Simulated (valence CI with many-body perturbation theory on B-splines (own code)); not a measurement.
The numbers below are computed, except where a source is named.
## Level structure of Te³⁶⁺

Method: configuration interaction combined with many-body perturbation theory (CI+MBPT): six valence electrons over a frozen Dirac-Fock core [Ne], a basis of 9 s, 9 p, 8 d, 6 f, 3 g, 1 h functions for each j, with the one-electron correlation potential Σ1 (screened to all orders), the two-electron term Σ2, the three-electron term Σ3, Breit, model QED; selected single and double excitations, second order for the rest, scaled by the run's own slope (own B-spline code, finite nucleus).

The last digits are not significant, and no measured levels were compared; by estimate large intervals hold to a few tenths of a per cent, small ones and those within an open d or f shell to about a per cent. Among the levels kept, up to 1500 cm⁻¹ of a level comes from second order outside the variational space, and about a tenth of that is noise between levels of different J, which matters for small intervals.

Levels 1 to 38 of 38, with energies above the lowest level, (3s^2 3p1/2^2 3p3/2^2) J=2. "Leading %" is the weight of the configuration and term that name the level; weights of strongly mixed levels are sums over their largest components and can fall short. In the jj column 3d3/2^4 stands for four electrons in 3d with j = 3/2.

```tsv
No.	Configuration	Term	J	E (cm⁻¹)	Leading %	Second component	g	Leading jj
1	3s2 3p4	3P	2	0	72	27 % 3s2 3p4 1D	1.359	3s^2 3p1/2^2 3p3/2^2 (98 %)
2	3s2 3p4	1S	0	96597	57	41 % 3s2 3p4 3P		3s^2 3p1/2^2 3p3/2^2 (97 %)
3	3s2 3p4	3P	1	508090	98		1.496	3s^2 3p1/2 3p3/2^3 (98 %)
4	3s2 3p4	1D	2	561640	71	27 % 3s2 3p4 3P	1.131	3s^2 3p1/2 3p3/2^3 (98 %)
5	3s2 3p4	3P	0	1109400	57	41 % 3s2 3p4 1S		3s^2 3p3/2^4 (96 %)
6	3s2 3p3 3d	3F°	2	1185500	28	21 % 3s2 3p3 3d 5D°	1.103	3s^2 3p1/2^2 3p3/2 3d3/2 (93 %)
7	3s2 3p3 3d	5D°	1	1207000	31	25 % 3s2 3p3 3d 3P°	1.205	3s^2 3p1/2^2 3p3/2 3d3/2 (87 %)
8	3s2 3p3 3d	3F°	3	1225000	28	25 % 3s2 3p3 3d 5D°	1.180	3s^2 3p1/2^2 3p3/2 3d3/2 (85 %)
9	3s2 3p3 3d	3P°	0	1225200	49	39 % 3s2 3p3 3d 5D°		3s^2 3p1/2^2 3p3/2 3d3/2 (94 %)
10	3s 3p5	3P°	2	1272000	40	24 % 3s2 3p3 3d 3P°	1.338	3s^2 3p1/2^2 3p3/2 3d5/2 (52 %)
11	3s2 3p3 3d	3F°	4	1328800	42	37 % 3s2 3p3 3d 5D°	1.296	3s^2 3p1/2^2 3p3/2 3d5/2 (95 %)
12	3s 3p5	3P°	2	1449200	39	24 % 3s2 3p3 3d 5D°	1.376	3s 3p1/2^2 3p3/2^3 (39 %)
13	3s2 3p3 3d	3D°	3	1450800	24	20 % 3s2 3p3 3d 3G°	1.126	3s^2 3p1/2^2 3p3/2 3d5/2 (74 %)
14	3s 3p5	3P°	1	1451300	21	18 % 3s2 3p3 3d 3P°	1.275	3s^2 3p1/2^2 3p3/2 3d5/2 (42 %)
15	3s2 3p3 3d	3D°	1	1545400	49	16 % 3s 3p5 3P°	0.928	3s^2 3p1/2^2 3p3/2 3d5/2 (45 %)
16	3s2 3p3 3d	5D°	0	1655800	38	31 % 3s2 3p3 3d 1S°		3s^2 3p1/2 3p3/2^2 3d3/2 (88 %)
17	3s2 3p3 3d	3F°	2	1658400	45	29 % 3s2 3p3 3d 3D°	1.009	3s^2 3p1/2 3p3/2^2 3d3/2 (94 %)
18	3s2 3p3 3d	3D°	1	1663500	51	27 % 3s2 3p3 3d 5D°	0.935	3s^2 3p1/2 3p3/2^2 3d3/2 (86 %)
19	3s2 3p3 3d	3F°	3	1694300	44	21 % 3s2 3p3 3d 3G°	1.114	3s^2 3p1/2 3p3/2^2 3d3/2 (88 %)
20	3s2 3p3 3d	3G°	4	1747700	56	23 % 3s2 3p3 3d 1G°	1.081	3s^2 3p1/2 3p3/2^2 3d3/2 (92 %)
21	3s2 3p3 3d	3D°	3	1772500	59	26 % 3s2 3p3 3d 5D°	1.323	3s^2 3p1/2 3p3/2^2 3d5/2 (95 %)
22	3s 3p5	3P°	0	1782800	38	29 % 3s2 3p3 3d 3P°		3s^2 3p1/2 3p3/2^2 3d5/2 (57 %)
23	3s2 3p3 3d	5D°	4	1789000	43	25 % 3s2 3p3 3d 1G°	1.262	3s^2 3p1/2 3p3/2^2 3d5/2 (92 %)
24	3s2 3p3 3d	3D°	1	1803600	32	29 % 3s2 3p3 3d 1P°	0.973	3s^2 3p1/2 3p3/2^2 3d5/2 (74 %)
25	3s2 3p3 3d	3F°	2	1806200	53	28 % 3s2 3p3 3d 1D°	0.883	3s^2 3p1/2 3p3/2^2 3d3/2 (87 %)
26	3s2 3p3 3d	3F°	4	1845700	66	29 % 3s2 3p3 3d 1G°	1.171	3s^2 3p1/2 3p3/2^2 3d5/2 (94 %)
27	3s2 3p3 3d	3G°	5	1865800	99		1.195	3s^2 3p1/2 3p3/2^2 3d5/2 (99 %)
28	3s2 3p3 3d	3D°	3	1908300	60	13 % 3s2 3p3 3d 3F°	1.188	3s^2 3p1/2 3p3/2^2 3d3/2 (78 %)
29	3s2 3p3 3d	3S°	1	1913600	51	13 % 3s 3p5 1P°	1.577	3s^2 3p1/2 3p3/2^2 3d3/2 (60 %)
30	3s2 3p3 3d	3P°	2	1914300	42	14 % 3s2 3p3 3d 1D°	1.285	3s^2 3p1/2 3p3/2^2 3d3/2 (70 %)
31	3s2 3p3 3d	3D°	2	1954800	54	23 % 3s2 3p3 3d 3P°	1.245	3s^2 3p1/2 3p3/2^2 3d5/2 (95 %)
32	3s2 3p3 3d	3P°	1	1989000	30	16 % 3s2 3p3 3d 3D°	1.135	3s^2 3p1/2 3p3/2^2 3d3/2 (44 %)
33	3s2 3p3 3d	3F°	3	1992200	38	29 % 3s2 3p3 3d 3D°	1.133	3s^2 3p1/2 3p3/2^2 3d5/2 (96 %)
34	3s 3p5	3P°	0	2004100	34	28 % 3s2 3p3 3d 3P°		3s^2 3p1/2 3p3/2^2 3d5/2 (36 %)
35	3s2 3p3 3d	3D°	2	2008600	40	29 % 3s2 3p3 3d 3F°	1.058	3s^2 3p1/2 3p3/2^2 3d5/2 (77 %)
36	3s2 3p3 3d	1F°	3	2044100	47	18 % 3s2 3p3 3d 3F°	1.044	3s^2 3p1/2 3p3/2^2 3d5/2 (70 %)
37	3s2 3p3 3d	3D°	1	2049800	37	21 % 3s2 3p3 3d 1P°	0.941	3s^2 3p1/2 3p3/2^2 3d3/2 (60 %)
38	3s2 3p3 3d	1D°	2	2101400	40	21 % 3s2 3p3 3d 3D°	1.189	3s^2 3p1/2 3p3/2^2 3d5/2 (83 %)
```

The ionisation energy to 3s2 3p3 2P°_3/2 of the next ion comes out as 2473.8 eV (NIST: 2472 ± 5 eV (theoretical)). All 38 levels together are meant to be complete up to 2125700 cm⁻¹.
